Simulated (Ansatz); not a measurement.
`FC(I)[SiH2]Cl` + `CO[SiH](F)S` → `CO[SiH](F)S[SiH2]Cl` + `FCI`  (ligand exchange at the Si–C bond)

Computed with Ansatz on PBE0-D4/def2-TZVP structures; ΔE is electronic, products minus reactants. CCSD(T)/CBS is the MP2 limit (def2-TZVPP, def2-QZVPP) plus CCSD(T) − MP2 in def2-TZVPP, frozen cores. Functionals use def2-TZVPP. B3LYP here is the variant with VWN-RPA as its local correlation; programs differ in this. def2 core potentials past Kr. For I outer-core shells are correlated without core-valence functions, which leaves a few kJ/mol of doubt a bond. One conformer a species, not always the lowest.

`FC(I)[SiH2]Cl`:

```xyz
8

F     0.795    0.796   -1.635
C     0.453    0.781   -0.308
I    -1.012    2.306    0.084
Si   -0.253   -0.918    0.152
Cl   -0.463   -0.982    2.184
H     1.322    1.078    0.282
H    -1.563   -1.104   -0.504
H     0.720   -1.959   -0.255
```

`CO[SiH](F)S`:

Cartesian coordinates in Å:
```
C 1.323 0.266 0.933
O 0.430 -0.481 0.128
Si -0.747 0.169 -0.782
F -1.598 1.152 0.146
S -1.924 -1.393 -1.569
H 1.989 -0.437 1.433
H 1.926 0.949 0.326
H 0.784 0.844 1.689
H -0.245 0.992 -1.902
H -1.938 -2.062 -0.403
```

`CO[SiH](F)S[SiH2]Cl`:

Z-matrix (Å, degrees):
```
C
O 1 1.414
H 1 1.093 2 111.0
H 1 1.090 2 107.8 3 119.3
H 1 1.094 2 111.1 3 -121.6
Si 2 1.614 1 127.7 3 64.5
S 6 2.132 2 109.0 1 49.5
F 6 1.594 2 110.6 1 -69.1
H 6 1.470 2 108.5 1 173.0
Si 7 2.125 6 97.6 2 165.8
Cl 10 2.051 7 111.7 6 -88.2
H 10 1.479 7 110.4 6 31.1
H 10 1.477 7 107.2 6 153.7
```

`FCI`:

Cartesian coordinates in Å:
```
F -0.077 0.219 -1.381
C -0.005 -0.190 -0.094
I 0.067 1.482 1.243
H -0.897 -0.757 0.166
H 0.912 -0.754 0.066
```

Question: Is it downhill or uphill in electronic energy at CCSD(T)/CBS, and by how much? (Best estimate.)

Answer: Computed: Downhill: ΔE = -81.6 kJ/mol.

Question: What do these levels give: PBE-D4, r2SCAN-D4, B3LYP, SCS-MP2/def2-TZVPP, MP2/def2-QZVPP, SCS-MP2/def2-QZVPP? (Estimate.)

Answer: The calculation gave: PBE-D4 -84.2, r2SCAN-D4 -86.0, B3LYP -80.9, SCS-MP2/def2-TZVPP -82.6, MP2/def2-QZVPP -85.7, SCS-MP2/def2-QZVPP -83.6 kJ/mol.

Largest T1 diagnostic among the species: 0.012.

From PBE to PBE0 (25 % exact exchange), in def2-TZVPP and without D4, ΔE moves by −3.4 kJ/mol.
